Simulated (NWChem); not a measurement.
System meant: C3H7NSi; SMILES C=C1CN[SiH2]1

The following NWChem deck was run.

```
start job
memory heap 200 mb stack 900 mb global 1100 mb
geometry units angstroms noautoz
  C      0.436037    -2.120296     0.000000
  C      0.081116    -0.837692     0.000000
  C     -1.313694    -0.211227     0.000000
  N     -0.887966     1.185948     0.000000
  Si     0.820241     0.895406     0.000000
  H      1.486923    -2.425338     0.000000
  H     -0.306861    -2.927626     0.000000
  H     -1.902237    -0.502309     0.893531
  H     -1.902237    -0.502309    -0.893531
  H     -1.541605     1.954135     0.000000
  H      1.606435     1.337213    -1.198861
  H      1.606435     1.337213     1.198861
end
basis spherical
  * library def2-svp
end
dft
  xc xpbe96 cpbe96
  iterations 4
  mulliken
end
task dft energy
```

End of the output:

```
    Atom       Charge   Shell Charges
 -----------   ------   -------------------------------------------------------
    1 C    6     6.04   1.97  0.60  0.32  1.84  1.24  0.07
    2 C    6     6.19   1.97  0.65  0.32  1.91  1.27  0.08
    3 C    6     5.98   1.96  0.59  0.29  1.88  1.13  0.12
    4 N    7     7.21   1.97  0.73  0.42  2.30  1.76  0.03
    5 Si  14    13.52   2.00  1.93  0.65  0.33  5.81  1.29  1.05  0.45
    6 H    1     0.97   0.63  0.27  0.07
    7 H    1     0.98   0.63  0.28  0.07
    8 H    1     0.98   0.65  0.27  0.07
    9 H    1     0.98   0.65  0.27  0.07
   10 H    1     0.94   0.60  0.22  0.13
   11 H    1     1.11   0.65  0.44  0.02
   12 H    1     1.11   0.65  0.44  0.02

 center of mass
 --------------
 x =   0.02047006 y =   0.03727326 z =   0.00000000

 moments of inertia (a.u.)
 ------------------
         471.783508898419           0.000000000000           0.000000000000
           0.000000000000         266.268348685581           0.000000000000
           0.000000000000           0.000000000000         705.867148714332

     Multipole analysis of the density
     ---------------------------------

     L   x y z        total         alpha         beta         nuclear
     -   - - -        -----         -----         ----         -------
     0   0 0 0     -0.000000    -23.000000    -23.000000     46.000000

     1   1 0 0     -0.333025     -0.166512     -0.166512     -0.000000
     1   0 1 0      0.029093      0.014546      0.014546     -0.000000
     1   0 0 1      0.000000      0.000000      0.000000      0.000000

     2   2 0 0    -27.114390    -91.276879    -91.276879    155.439368
     2   1 1 0     -1.511740     -1.392817     -1.392817      1.273894
     2   1 0 1     -0.000000     -0.000000     -0.000000      0.000000
     2   0 2 0    -25.924545   -146.691030   -146.691030    267.457515
     2   0 1 1     -0.000000     -0.000000     -0.000000      0.000000
     2   0 0 2    -30.702491    -23.334950    -23.334950     15.967409

 ------------------------------------------------------------------------
 dft energy failed                                                                                  0
 ------------------------------------------------------------------------
 ------------------------------------------------------------------------
  current input line :
    25: task dft energy
 ------------------------------------------------------------------------
 ------------------------------------------------------------------------
 This type of error is most commonly associated with calculations not reaching convergence criteria
 ------------------------------------------------------------------------
 For more information see the NWChem manual at https://nwchemgit.github.io

0:dft energy failed:Received an Error in Communication
```

Task: Can this run be used? If not, why, and what is the fix?

Result: The run did not converge; its last values are not results. Cause: the SCF was allowed too few iterations. This input runs:
```
start job
memory heap 200 mb stack 900 mb global 1100 mb
geometry units angstroms noautoz
  C      0.436037    -2.120296     0.000000
  C      0.081116    -0.837692     0.000000
  C     -1.313694    -0.211227     0.000000
  N     -0.887966     1.185948     0.000000
  Si     0.820241     0.895406     0.000000
  H      1.486923    -2.425338     0.000000
  H     -0.306861    -2.927626     0.000000
  H     -1.902237    -0.502309     0.893531
  H     -1.902237    -0.502309    -0.893531
  H     -1.541605     1.954135     0.000000
  H      1.606435     1.337213    -1.198861
  H      1.606435     1.337213     1.198861
end
basis spherical
  * library def2-svp
end
dft
  xc xpbe96 cpbe96
  iterations 150
  mulliken
end
task dft energy
```
It converges to -462.13736 Ha (PBE/def2-SVP).
